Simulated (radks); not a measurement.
Spherical quantum dot in the effective-mass picture: electrons in a hard-walled sphere of radius 9.03, with a point charge +2 (a donor) at the centre, all in effective atomic units (hartree* = m*/eps^2 hartree, bohr* = eps/m* bohr), one dielectric constant everywhere. Calculated with a radial shooting solver with Libxc functionals: non-relativistic Kohn-Sham, LDA (Slater exchange, Perdew-Wang correlation), spin-polarised, spherical densities. Levels are named by radial order and angular momentum (1s, 1p, 1d, 2s, ...), and open shells are averaged over m. Results are scaled to m* = 0.373 and eps = 6.9, for which hartree* = 213.2 meV and bohr* = 0.9789 nm.

N = 10, configuration 1s2 1p6 2s2. This is the lowest configuration that the search found. Occupied and some empty levels:

level,occupation,eigenvalue (meV),<r> (nm)
1s,2,164.87,0.9588
2s,2,236.80,6.035
1p,6,242.73,6.130
1d,0,254.77,6.336
1f,0,271.17,6.503
1g,0,291.59,6.645
2p,0,304.39,4.449

Energy (meV): total 396.902, kinetic 837.04, external -1985.6, Hartree 2001.7, exchange-correlation -456.32.
